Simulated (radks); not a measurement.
Pt4+, configuration [Xe] 4f14 5d6 (the NIST ground configuration). Calculated with a radial shooting solver on a logarithmic mesh with Libxc functionals: Dirac Kohn-Sham, PBE, spin-unpolarised, spherical densities, finite nucleus; open shells fill j = l - 1/2 first; Fermi nuclear charge, rms radius 5.427 fm.

Normalised radial functions P(r) = r R(r) (large component), r in bohr:

```
   r/bohr * 5p1/2, o 5p3/2, + 6s1/2 (the largest magnitude, 1.07, reaches the edge; | marks zero, & curves that meet)
 0.003344                             o*+
 0.005234                             |&+
 0.008192                             |o+*
  0.01282                             | +o*
  0.02007                             +    o*
  0.03141                           + |      o*
  0.04916                          +  |    *o
  0.07695                          * +o
   0.1204                  * o        |   +
   0.1885                       o  *  | +
    0.295                      +      |           o  *
   0.4618                            +|    *   o
   0.7228     *    o                  |          +
    1.131  o*                        +|
    1.771          +      o  *        |
    2.771              +            o*|
    4.338                          +  &
    6.789                             &
```

5p1/2: eigenvalue -116.83 eV, 3 radial nodes at r = 0.0681, 0.202, 0.497 bohr, <r> = 1.02 bohr, 90 % of the charge inside 1.48 bohr. 5p3/2: eigenvalue -101.42 eV, 3 radial nodes at r = 0.0764, 0.219, 0.538 bohr, <r> = 1.11 bohr, 90 % of the charge inside 1.61 bohr. 6s1/2 (empty): eigenvalue -43.255 eV, 5 radial nodes at r = 0.0202, 0.0810, 0.209, 0.474, 1.12 bohr, <r> = 2.22 bohr, 90 % of the charge inside 3.14 bohr.
